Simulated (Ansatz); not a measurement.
Reaction (formal exchange of groups at the Al–C bond): `FC#[C][AlH2]` + `C[SiH2]C` → `C[SiH2][CH2][AlH2]` + `C#CF`

Gas-phase electronic energies from Ansatz, PBE0-D4/def2-TZVP geometries. CCSD(T)/CBS adds triple-zeta CCSD(T) − MP2 to the extrapolated MP2 energy (def2 sets, frozen cores). This one scheme is used for every species. DFT in def2-TZVPP. B3LYP here is the variant with VWN-RPA as its local correlation; programs differ in this. Each species was taken in one conformer, which may not be the lowest.

Q: Is it downhill or uphill in electronic energy at CCSD(T)/CBS, and by how much? (An estimate is asked.)

A: Computed: Uphill: ΔE = +64.0 kJ/mol.

Q: What do these levels give: PBE-D4, PBE0-D4, B3LYP-D4, ωB97X-V, ωB97M-V, PBE0, B3LYP, SCS-MP2/def2-TZVPP, CCSD/def2-TZVPP, HF/def2-QZVPP, SCS-MP2/def2-QZVPP, HF/CBS(def2)? (Best estimate.)

A: Computed: PBE-D4 62.0, PBE0-D4 61.7, B3LYP-D4 65.8, ωB97X-V 64.3, ωB97M-V 62.6, PBE0 65.2, B3LYP 72.0, SCS-MP2/def2-TZVPP 69.7, CCSD/def2-TZVPP 66.5, HF/def2-QZVPP 77.0, SCS-MP2/def2-QZVPP 68.3, HF/CBS(def2) 76.9 kJ/mol.

Largest T1 diagnostic among the species: 0.013.

The D4 term adds −6.2 kJ/mol with B3LYP and −3.5 kJ/mol with PBE0; it sums over pairs of atoms, weighted by their polarisabilities, and B3LYP, whose exchange is more repulsive, gets the larger term. In def2-TZVPP, CCSD(T) changes the Hartree–Fock value by −11.4 kJ/mol (the triples alone add −0.4 kJ/mol) and MP2 by −10.4 kJ/mol.
